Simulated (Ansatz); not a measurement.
Q: Name a neutral molecule of B, C, N, O, S and H with HOMO–LUMO gap (B3LYP/def2-TZVPP) between 4.50 and 4.80 eV and HOMO energy (PBE/def2-TZVPP) between -5.90 and -5.60 eV (Ansatz, PBE0-D4/def2-TZVP geometry).

A: `OB/C=N/CS` (4.75 eV, -5.73 eV). Other molecules can fit too; these were computed, each in one conformer that needn't be the lowest.

B3LYP here is the variant with VWN-RPA as its local correlation; programs differ in this.
